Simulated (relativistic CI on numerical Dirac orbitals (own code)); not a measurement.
## What each ingredient does to the levels of Dy XXXIX

Base calculation: Dirac-Coulomb-Breit CI, separate exchange-only KLI orbitals for each configuration, a model potential for QED, unscaled Slater integrals.

Configuration list (outside the closed core [Ne]): 3s²3p⁶3d¹⁰, 3s²3p⁶3d⁹4s, 3s²3p⁶3d⁹4p, 3s²3p⁶3d⁹4d, 3s²3p⁵3d¹⁰4s, 3s²3p⁶3d⁹4f, 3s²3p⁵3d¹⁰4p, 3s²3p⁶3d⁸4s², 3s²3p⁶3d⁸4s4p, 3s²3p⁵3d¹⁰4d, 3s3p⁶3d¹⁰4s, 3s²3p⁶3d⁹5s, 3s²3p⁶3d⁸4p², 3s²3p⁶3d⁸4s4d, 3s²3p⁶3d⁹5p, 3s²3p⁵3d¹⁰4f. Levels of other configurations are missing.

Variants: (1) configuration mixing switched off. Shifts of the energy above 3s²3p⁶3d¹⁰ ¹S0, in eV, for the lowest level and the first level of each name with at least 55 % of one term (blank where a level changes its place among those of its configuration and J or its character, or is not in the variant):

```
           Level     Base   Δ(1)
  3s²3p⁶3d¹⁰ ¹S0     0.00   0.00
 3s²3p⁶3d⁹4s ³D3  1128.10  +0.26
 3s²3p⁶3d⁹4s ¹D2  1129.66  +0.22
 3s²3p⁶3d⁹4s ³D1  1165.91  +0.24
 3s²3p⁶3d⁹4s ³D2  1166.96  +0.17
3s²3p⁶3d⁹4p ³F°2  1244.08  +0.14
3s²3p⁶3d⁹4p ³F°4  1262.19  +0.17
3s²3p⁶3d⁹4p ¹P°1  1264.90  +0.54
3s²3p⁶3d⁹4p ³D°3  1266.56  +0.02
3s²3p⁶3d⁹4p ³P°0  1297.12  +0.49
 3s²3p⁶3d⁹4d ¹P1  1394.94  +0.51
 3s²3p⁶3d⁹4d ³G5  1396.15  +0.04
 3s²3p⁶3d⁹4d ³D3  1399.45  +0.11
 3s²3p⁶3d⁹4d ³F4  1401.04  -0.03
```

At this charge energies of transitions that change n are usually good to better than 1 %, and those within a shell (Δn = 0) to a few per cent.

Ionisation energy from the two ground configurations alone: base 2882.92 eV. The NIST ASD value (theoretical) is 2882 eV.

LS names give the leading component of a level, which can be under half, so a name can repeat, a term be missing and a line seem to break the LS rules.
